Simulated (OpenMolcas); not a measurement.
# Sr+: CASPT2 settings compared

```json
{"Program": "OpenMolcas", "Basis": "ANO-RCC-VQZP [8s7p4d2f1g]", "Scalar Hamiltonian": "DKH4, point nucleus", "Active space": "1 electron in 4 orbitals (5s 5p)", "State averaging": "2S+1 = 2 even, 1 root; 2S+1 = 2 odd, 3 roots", "Spin-orbit coupling": "state interaction with AMFI integrals over the reference wave functions, term energies averaged over their components"}
```

Methods on the same reference wave functions:
A. CASSCF
B. SS-CASPT2, IPEA 0.75 Eh, no level shift (closed shells correlated: 3d 4s 4p)
C. SS-CASPT2, IPEA 0.4 Eh, imaginary shift 0.05 Eh (closed shells correlated: 4s 4p)

Energies in cm-1 above 5s 2S 1/2, the measured ground level; measured values from NIST Handbook of Basic Atomic Spectroscopic Data.

```
     Level      A      B      C  Measured
 5s 2S 1/2    0.0    0.0    0.0       0.0
5p 2P* 1/2  21796  23648  23737     23715
5p 2P* 3/2  22357  24208  24297     24517
```

Deviations, from unrounded energies. A percentage is the sum of absolute deviations over the sum of measured energies, with the sign that they share, or ± where signs differ.

| Against measurement | Levels | A | B | C |
| --- | --- | --- | --- | --- |
| mean absolute deviation (cm-1) | 2 | 2000 | 190 | 120 |
| other configurations (%) | 2 | -8.5 | -0.8 | ±0.5 |

C lies closest to measurement on these levels and A furthest from it. The largest miss of C in the table is 5p 2P* 3/2, by -220 cm-1. The ranking rests on the paired levels alone, and a cruder setting can come out closer through cancelling errors.

Between B and C the level of the table that moves most is 5p 2P* 3/2, by 89 cm-1 (lowest in B, highest in C).

The lowest spin-free term lies below A's lowest term by 0.280 hartree in B, 0.216 hartree in C.

ANO sets are built for ground and valence states and can reach diffuse excited orbitals poorly. With one active electron the reference holds no correlation, so core polarisation is missing (holds for A). With one active electron, CASPT2 adds the correlation within the correlated inactive shells and between them and that electron, and leaves the splitting within a term as the reference gives it (holds for B; C). Measured partners are found by configuration, term and J. A level has none where our copy of the source lacks it or the pairing is in doubt (some pairs that miss far off the trend of their configuration count as doubtful), and it then counts in no deviation. Levels of configurations outside the active space are missing.

* marks odd parity.
